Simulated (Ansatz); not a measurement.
Consider the redistribution: `O[SiH2][CH2][ZnH]` + `BC[SiH2]CF` → `O[SiH2][SiH2]CF` + `BC[CH2][ZnH]`.

Computed with Ansatz on PBE0-D4/def2-TZVP structures; ΔE is electronic, products minus reactants. CCSD(T)/CBS is the MP2 limit (def2-TZVPP, def2-QZVPP) plus CCSD(T) − MP2 in def2-TZVPP, frozen cores. DFT in def2-TZVPP. B3LYP here is the variant with VWN-RPA as its local correlation; programs differ in this. For Zn outer-core shells are correlated without core-valence functions, which leaves a few kJ/mol of doubt a bond. Scalar relativity is left out up to krypton. Each species was taken in one conformer, which may not be the lowest.

```tsv
level	ΔE (kJ/mol)	difference from CCSD(T)/CBS
PBE-D4	104.6	-16.8
r2SCAN-D4	120.7	-0.7
PBE0-D4	111.4	-10.0
B3LYP-D4	112.9	-8.5
ωB97X-V	115.8	-5.6
ωB97M-V	126.8	5.4
B2PLYP	118.5	-2.9
PBE	103.0	-18.4
r2SCAN	120.5	-0.9
PBE0	110.3	-11.1
B3LYP	110.4	-11.0
HF/def2-TZVPP	120.7	-0.7
MP2/def2-TZVPP	129.9	8.5
SCS-MP2/def2-TZVPP	124.4	3.0
CCSD/def2-TZVPP	120.1	-1.3
CCSD(T)/def2-TZVPP	120.5	-0.9
HF/def2-QZVPP	121.0	-0.4
MP2/def2-QZVPP	130.4	9.0
SCS-MP2/def2-QZVPP	124.8	3.4
HF/CBS(def2)	121.0	-0.4
MP2/CBS(def2)	130.7	9.3
CCSD/CBS(def2)	120.9	-0.5
CCSD(T)/CBS	121.4	0
```

Largest T1 diagnostic among the species: 0.014.

From PBE to PBE0 (25 % exact exchange), in def2-TZVPP and without D4, ΔE moves by +7.2 kJ/mol.
